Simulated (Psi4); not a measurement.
cyclohexanone (C6H10O), singlet, at a GFN2-xTB geometry; PBE/6-31G run with Psi4.

The Psi4 input:
```
memory 2 GB

molecule {
0 1
  O     2.25319886    0.38747361   -0.15059007
  C     1.11141593    0.21481818    0.19248471
  C     0.10583456    1.33600325    0.31546258
  C    -1.14762441    1.02516163   -0.50667753
  C    -1.74025140   -0.31820921   -0.09700492
  C    -0.71145930   -1.42655699   -0.28893100
  C     0.54707611   -1.14425040    0.53574342
  H    -0.16716421    1.43383899    1.36918106
  H     0.56339300    2.27052471   -0.01264100
  H    -1.88087258    1.82167185   -0.36534325
  H    -0.88337911    0.99815491   -1.56614608
  H    -2.62673309   -0.52931101   -0.69820774
  H    -2.04747157   -0.27979996    0.95085283
  H    -1.13173332   -2.38929918    0.00864923
  H    -0.44034152   -1.49219443   -1.34496861
  H     1.30660714   -1.90714075    0.35839349
  H     0.29215540   -1.14803285    1.59848700
}

set basis 6-31g
set dft_radial_scheme becke

energy('pbe')
print_variables()
```

The log (banner, timings and long lists left out):

```
   => Loading Basis Set <=

    Name: 6-31G
    Role: ORBITAL
    Keyword: BASIS

         ---------------------------------------------------------
                                   SCF
               by Justin Turney, Rob Parrish, Andy Simmonett
                          and Daniel G. A. Smith
                              RKS Reference
         ---------------------------------------------------------

  ==> Geometry <==

    Molecular point group: c1
    Full point group: C1

    Geometry (in Angstrom), charge = 0, multiplicity = 1:

       Center              X                  Y                   Z               Mass
    ------------   -----------------  -----------------  -----------------  -----------------
         O            2.182341713856     0.375135289454    -0.147580506759    15.994914619570
         C            1.040558783856     0.202479859454     0.195494273241    12.000000000000
         C            0.034977413856     1.323664929454     0.318472143241    12.000000000000
         C           -1.218481556144     1.012823309454    -0.503667966759    12.000000000000
         C           -1.811108546144    -0.330547530546    -0.093995356759    12.000000000000
         C           -0.782316446144    -1.438895310546    -0.285921436759    12.000000000000
         C            0.476218963856    -1.156588720546     0.538752983241    12.000000000000
         H           -0.238021356144     1.421500669454     1.372190623241     1.007825032230
         H            0.492535853856     2.258186389454    -0.009631436759     1.007825032230
         H           -1.951729726144     1.809333529454    -0.362333686759     1.007825032230
         H           -0.954236256144     0.985816589454    -1.563136516759     1.007825032230
         H           -2.697590236144    -0.541649330546    -0.695198176759     1.007825032230
         H           -2.118328716144    -0.292138280546     0.953862393241     1.007825032230
         H           -1.202590466144    -2.401637500546     0.011658793241     1.007825032230
         H           -0.511198666144    -1.504532750546    -1.341959046759     1.007825032230
         H            1.235749993856    -1.919479070546     0.361403053241     1.007825032230
         H            0.221298253856    -1.160371170546     1.601496563241     1.007825032230

  Running in c1 symmetry.

  Rotational constants: A =      0.14153  B =      0.08472  C =      0.05979 [cm^-1]
  Rotational constants: A =   4242.86986  B =   2539.92804  C =   1792.59151 [MHz]
  Nuclear repulsion =  311.797997686582676

  Charge       = 0
  Multiplicity = 1
  Electrons    = 54
  Nalpha       = 27
  Nbeta        = 27

  ==> Algorithm <==

  SCF Algorithm Type is DF.
  DIIS enabled.
  MOM disabled.
  Fractional occupation disabled.
  Guess Type is SAD.
  Energy threshold   = 1.00e-06
  Density threshold  = 1.00e-06
  Integral threshold = 1.00e-12

  ==> Primary Basis <==

  Basis Set: 6-31G
    Blend: 6-31G
    Number of shells: 55
    Number of basis functions: 83
    Number of Cartesian functions: 83
    Spherical Harmonics?: false
    Max angular momentum: 1

  ==> DFT Potential <==

   => LibXC <=

    Version 7.1.2
    S. Lehtola, C. Steigemann, M. J. T. Oliveira, and M. A. L. Marques,  SoftwareX 7, 1–5 (2018) (10.1016/j.softx.2017.11.002)

   => Composite Functional: PBE <=

    PBE GGA Exchange-Correlation Functional

    J.P. Perdew et. al., Phys. Rev. Lett., 77(18), 3865-3868, 1996

    Deriv               =              1
    GGA                 =           TRUE
    Meta                =          FALSE

    Exchange Hybrid     =          FALSE
    MP2 Hybrid          =          FALSE

   => Exchange Functionals <=

    1.0000     XC_GGA_X_PBE

   => Correlation Functionals <=

    1.0000     XC_GGA_C_PBE

   => LibXC Density Thresholds  <==

    XC_GGA_C_PBE:  1.00E-12
    XC_GGA_X_PBE:  1.00E-15

   => Molecular Quadrature <=

    Radial Scheme          =          BECKE
    Pruning Scheme         =           NONE
[...]
  Using in-core AOs.

  ==> MemDFJK: Density-Fitted J/K Matrices <==

    J tasked:                   Yes
    K tasked:                    No
    wK tasked:                   No
    Algorithm:                 Core
    Schwarz Cutoff:           1E-12
    Mask sparsity (%):       1.3355
    Fitting Condition:        1E-10

   => Auxiliary Basis Set <=

  Basis Set: (6-31G AUX)
    Blend: CC-PVDZ-JKFIT
    Number of shells: 258
    Number of basis functions: 817
    Number of Cartesian functions: 817
    Spherical Harmonics?: false
    Max angular momentum: 3

  Minimum eigenvalue in the overlap matrix is 4.4976180514E-03.
  Reciprocal condition number of the overlap matrix is 7.4372849241E-04.
    Using symmetric orthogonalization.

  ==> Pre-Iterations <==

  SCF Guess: Superposition of Atomic Densities via on-the-fly atomic UHF (no occupation information).

   -------------------------
    Irrep   Nso     Nmo
   -------------------------
     A         83      83
   -------------------------
    Total      83      83
   -------------------------

  ==> Iterations <==

                           Total Energy        Delta E     RMS |[F,P]|

   @DF-RKS iter SAD:  -308.99258660505643   -3.08993e+02   0.00000e+00
   @DF-RKS iter   1:  -308.80983325025318    1.82753e-01   1.27683e-02 ADIIS/DIIS
   @DF-RKS iter   2:  -308.10296816527591    7.06865e-01   1.85667e-02 ADIIS/DIIS
   @DF-RKS iter   3:  -309.38921408728038   -1.28625e+00   2.24712e-03 ADIIS/DIIS
   @DF-RKS iter   4:  -309.38771569488671    1.49839e-03   2.43117e-03 ADIIS/DIIS
   @DF-RKS iter   5:  -309.40469017484372   -1.69745e-02   2.98919e-04 ADIIS/DIIS
   @DF-RKS iter   6:  -309.40499882711867   -3.08652e-04   9.24063e-05 DIIS
   @DF-RKS iter   7:  -309.40503126596457   -3.24388e-05   1.21060e-05 DIIS
   @DF-RKS iter   8:  -309.40503169506019   -4.29096e-07   5.39966e-06 DIIS
   @DF-RKS iter   9:  -309.40503180139825   -1.06338e-07   5.55930e-07 DIIS
  Energy and wave function converged.

  ==> Post-Iterations <==

   Electrons on quadrature grid:
      Ntotal   =   54.0000029746 ; deviation = 2.975e-06

    Orbital Energies [Eh]
    ---------------------

    Doubly Occupied:

[...]
    Virtual:

[...]
    Final Occupation by Irrep:
              A
    DOCC [    27 ]
    NA   [    27 ]
    NB   [    27 ]

  @DF-RKS Final Energy:  -309.40503180139825

   => Energetics <=

    Nuclear Repulsion Energy =            311.7979976865826757
    One-Electron Energy =               -1036.0666481368020868
    Two-Electron Energy =                 459.4291267041913329
    DFT Exchange-Correlation Energy =     -44.5655080553701524
    Empirical Dispersion Energy =           0.0000000000000000
    VV10 Nonlocal Energy =                  0.0000000000000000
    Total Energy =                       -309.4050318013982519

Computation Completed

Properties will be evaluated at   0.000000,   0.000000,   0.000000 [a0]

Properties computed using the SCF density matrix

 Multipole Moments:

 ------------------------------------------------------------------------------------
     Multipole            Electronic (a.u.)      Nuclear  (a.u.)        Total (a.u.)
 ------------------------------------------------------------------------------------

 L = 1.  Multiply by 2.5417464519 to convert [e a0] to [Debye]
 Dipole X            :          6.0419819           -7.2306325           -1.1886506
 Dipole Y            :          1.0705855           -1.2590667           -0.1884812
 Dipole Z            :         -0.0483466            0.3071114            0.2587648
 Magnitude           :                                                    1.2310055

 ------------------------------------------------------------------------------------

  Variable Map:
  ----------------------------------------------------------------------------
[...]
  Array Variable Map:
  ----------------------------------------------------------------------------
[...]
[...]
```
